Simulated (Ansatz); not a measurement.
`[GaH2][B]1B[SiH2]1` and `NB1B[SiH2]1` differ in one atom or group.

Ansatz, PBE0-D4/def2-TZVP geometries, multiplicity 1. Each molecule was computed in one conformer, which needn't be the lowest.

Scalar relativity is left out up to krypton.

| property | `[GaH2][B]1B[SiH2]1` |
| --- | --- |
| zero-point energy (PBE0-D4/def2-TZVP) / kJ/mol | 118.6 |
| ideal-gas entropy at 298 K and 1 bar (rigid rotor, harmonic PBE0-D4/def2-TZVP) / J/(mol·K) | 356 |
| size of the dipole moment (B3LYP/def2-TZVPP) / D | 1.51 |
| size of the dipole moment (PBE/def2-TZVPP) / D | 1.44 |
| HOMO–LUMO gap (B3LYP/def2-TZVPP) / eV | 4.45 |
| HOMO energy (ωB97M-V/def2-TZVPP) / eV | -8.99 |

Task: Give the same properties after the change, and the shifts. (Estimate.)

Result: The calculation gave: 
```
                                                                                  property  `NB1B[SiH2]1`  shift
                                            zero-point energy (PBE0-D4/def2-TZVP) / kJ/mol          152.7   34.1
ideal-gas entropy at 298 K and 1 bar (rigid rotor, harmonic PBE0-D4/def2-TZVP) / J/(mol·K)            322    -34
                                          size of the dipole moment (B3LYP/def2-TZVPP) / D           3.69   2.18
                                            size of the dipole moment (PBE/def2-TZVPP) / D           3.71   2.27
                                                     HOMO–LUMO gap (B3LYP/def2-TZVPP) / eV           4.00  -0.45
                                                     HOMO energy (ωB97M-V/def2-TZVPP) / eV          -7.86   1.13
```

With PBE0 the HOMO rises by 1.07 eV and the LUMO rises by 0.62 eV, so the gap narrows by about 0.45 eV. PBE moves the HOMO by 1.02 eV and ωB97M-V by 1.13 eV. Dipoles are sizes alone; their direction can turn.

B3LYP here is the variant with VWN-RPA as its local correlation; programs differ in this.
